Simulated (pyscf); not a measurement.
[HO–AlH]• (SMILES [OH][AlH]) → •O–AlH₂ (SMILES [O][AlH2]), a hydrogen shift (doublet surface; H–O broken, Al–H formed). Structures and frequencies: ωB97X-D3(BJ)/def2-SVP in PySCF. MP2 and CC: frozen core, UHF for open shells. ΔMP2 is the change of the MP2 total energy from the triple- to the quadruple-zeta basis. Energies in kcal/mol from the reactant's lowest minimum found.

Small-basis levels: PySCF, no dispersion term, spherical d functions. AM1 to PM7: differences of heats of formation from MOPAC, which are fitted to 298 K values and so differ in kind from electronic energies by zero-point and thermal terms. GFN2-xTB: tblite. Open shells are spin-unrestricted. 

```json
[
 {"level": "HF/STO-3G", "barrier": "52.5", "reaction energy": "-27.3"},
 {"level": "HF/3-21G", "barrier": "66.5", "reaction energy": "+14.6"},
 {"level": "HF/6-31G*", "barrier": "62.7", "reaction energy": "+15.1"},
 {"level": "BP86/6-31G*", "barrier": "46.6", "reaction energy": "+33.2"},
 {"level": "B3LYP/STO-3G", "barrier": "34.4", "reaction energy": "-15.2"},
 {"level": "PBE/def2-SVP", "barrier": "49.1", "reaction energy": "+37.7"},
 {"level": "B3LYP/def2-SVP", "barrier": "53.4", "reaction energy": "+33.5"},
 {"level": "GFN2-xTB", "barrier": "33.3", "reaction energy": "+32.6"},
 {"level": "PM7", "barrier": "37.7", "reaction energy": "+67.0"},
 {"level": "CCSD(T)/def2-TZVPP + ΔMP2(QZVPP)", "barrier": "56.3", "reaction energy": "+38.2"}
]
```

Against the last row the barrier runs from -22.9 (GFN2-xTB) to +10.2 kcal/mol (HF/3-21G). At PM7 this geometry lies under one side, so the entry may be no barrier of that level: it is a single point on another level's saddle. CCSD(T)/def2-TZVPP + ΔMP2(QZVPP) has limits of its own. One saddle was located; it need not be the lowest between these sides. The CCSD(T) − MP2 part came from Ansatz, without density fitting, on the same reference.
